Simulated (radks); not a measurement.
Values are calculated unless marked as measured or tabulated.
The rhodium ion Rh12+, 33 electrons, occupied as [Ar] 3d9 4s2 4p4 (not the ground configuration).

Level of theory: scalar-relativistic Kohn-Sham, BLYP, spin-polarised, spherical densities, finite nucleus; open shells are filled with parallel spins first (spin-orbit coupling, left out, can overturn this in heavy ions); Fermi nuclear charge, rms radius 4.4945 fm (a radial shooting solver on a logarithmic mesh with Libxc functionals).

Energy parts (eV):
total: -128615.137
kinetic: 133273.953
electron-nucleus: -301245.695
Hartree: 42873.766
exchange-correlation: -3517.161

Orbitals (lengths in bohr, moments of r in powers of bohr; r(90%) holds 90 % of the orbital's charge):
| orbital | occ. | eigenvalue (eV) | r(90%) |
|---|---|---|---|
| 1s up | 1 | -23332.97 | 0.0585 |
| 1s down | 1 | -23332.35 | 0.0585 |
| 2s up | 1 | -3632.757 | 0.219 |
| 2s down | 1 | -3630.525 | 0.219 |
| 2p up | 3 | -3286.780 | 0.201 |
| 2p down | 3 | -3284.799 | 0.201 |
| 3s up | 1 | -869.5215 | 0.568 |
| 3s down | 1 | -866.5567 | 0.568 |
| 3p up | 3 | -755.7799 | 0.578 |
| 3p down | 3 | -752.7095 | 0.578 |
| 3d up | 5 | -576.2185 | 0.568 |
| 3d down | 4 | -572.8044 | 0.569 |
| 4s up | 1 | -312.5382 | 1.25 |
| 4s down | 1 | -308.2077 | 1.25 |
| 4p up | 3 | -275.2599 | 1.32 |
| 4p down | 1 | -270.9928 | 1.32 |

The highest occupied level is 4p down at -270.99 eV. The spin density at the nucleus is -2.492 e/bohr^3 (1s -1.903, 2s -3.660, 3s 3.187, 4s -0.115). Summed over all electrons, <r^2> = 8.442 bohr^2, which gives a Langevin (diamagnetic) susceptibility term of -6.69 x 10^-6 cm^3/mol. The electron density at the nucleus is 1.24e+05 e/bohr^3 (large components only). Spin moment in Bohr magnetons: 3. The density falls to 0.001 e/bohr^3 at r = 2.04 bohr.
